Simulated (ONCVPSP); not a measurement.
# What one change does to a pseudopotential (chromium, ONCV)

Cr, optimised norm-conserving Vanderbilt (ONCV), made with ONCVPSP 4.0.1 (PBE, scalar-relativistic). Core [Ne], reference 3s2 3p6 3d5 4s1. Waves: 3s+4s: rc 1.55 bohr, ncon 4, nbas 7, qcut 6.1 1/bohr, 2 projectors; 3p: rc 1.35 bohr, ncon 4, nbas 9, qcut 12.8 1/bohr, 1 projector; 3d: rc 2.20 bohr, ncon 3, nbas 7, qcut 7.4 1/bohr, 2 projectors, debl 1.7 Ha. Local part: polynomial inside 1.00 bohr (lpopt 3, dvloc0 0 Ha). Core correction: Teter function, fcfact 5.5, rcfact 1.7.

All-electron outer shells of the reference configuration (PBE, scalar-relativistic, ld1.x):

```json
{"shell": "2p", "level (eV)": "-560.70", "outermost node (bohr)": "–", "outermost maximum (bohr)": "0.20"}
{"shell": "3s", "level (eV)": "-73.99", "outermost node (bohr)": "0.36", "outermost maximum (bohr)": "0.78"}
{"shell": "3p", "level (eV)": "-45.44", "outermost node (bohr)": "0.33", "outermost maximum (bohr)": "0.80"}
{"shell": "4s", "level (eV)": "-4.01", "outermost node (bohr)": "1.12", "outermost maximum (bohr)": "2.74"}
{"shell": "3d", "level (eV)": "-2.91", "outermost node (bohr)": "–", "outermost maximum (bohr)": "0.84"}
```

Change: p: rc 1.1.

Cutoffs: the cutoffs (Ha) at which the residual kinetic energy of the hardest occupied pseudo-wave falls to 1 and 0.1 mHa per electron; they do not see the model core or the augmentation charge, which bear on the density cutoff. Errors are all-electron minus pseudo energies relative to the spin-unpolarised reference configuration.

**Question.** How do hardness, ghosts and transferability respond?

**Answer.** The potential gets harder (26 Ha and 31 Ha → 44 Ha and 58 Ha); of the 3 tests that both files solve, the error grows in 0 and shrinks in 1 by more than 15 % and 0.3 meV (median size 9.0 → 9.0 meV); neither file shows a bound ghost. A smaller radius makes the pseudo-wave follow the all-electron one further in, where it bends more sharply, so more plane waves are needed.

| quantity | base | changed |
| --- | --- | --- |
| cutoff, loose | 26 Ha | 44 Ha |
| cutoff, tight | 31 Ha | 58 Ha |
| loose cutoff by channel | s 9.5 Ha, p 26 Ha, d 20 Ha | s 9.5 Ha, p 44 Ha, d 20 Ha |
| bound ghosts | none | none |
| GHOST(+) flags under 300 eV | none | none |
| tests with a reliable result | 3 of 4 | 3 of 4 |
| error for 3s2 3p6 3d5 4s0, meV [ΔE 6.90 eV] | +9.0 | +9.0 |
| error for 3s2 3p6 3d4 4s0, meV [ΔE 22.95 eV] | +22 | +22 |
| error for 3s2 3p6 3d5 4s0 4p1, meV [ΔE 3.12 eV] | +8.4 | +5.2 |
| s: phases at 1.58 bohr within 0.05 rad from the reference energy up to (Ha; the scan ends near 5) | to the end of the scan | to the end of the scan |
| d: phases at 2.23 bohr within 0.05 rad from the reference energy up to (Ha; the scan ends near 5) | 4.6 | 4.6 |
| rms error of d²Exc/dni dnj with the model core, mHa | 3.75 | 3.74 |
